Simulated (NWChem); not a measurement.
Species: BSiH4F; SMILES FB[SiH3]

```xyz
7

B     -0.5503    -0.7790     0.0000
F      0.2983    -1.8050    -0.0001
H     -1.7418    -1.0608     0.0001
Si     0.1161     1.1508     0.0002
H     -0.4316     1.8585     1.2157
H     -0.4390     1.8621    -1.2097
H      1.6159     1.2816    -0.0040
```
Atoms are numbered in this order, from 1.

Program: NWChem. Structure relaxed at the PBE-D3(BJ)/def2-SVP level. Vzz is the largest principal value of the second derivative of the potential at the nucleus (NWChem prints the opposite sign); η is the asymmetry. Non-relativistic.

```tsv
level	Vzz B1 (a.u.)	η B1	relative time
PBE0/cc-pVTZ	0.482	0.43	30
PBE0/def2-TZVP	0.483	0.46	10
Hartree-Fock/def2-SVP	0.480	0.52	1
Hartree-Fock/cc-pVTZ	0.506	0.42	20
```

Relative times are rough (shared machine, one core).
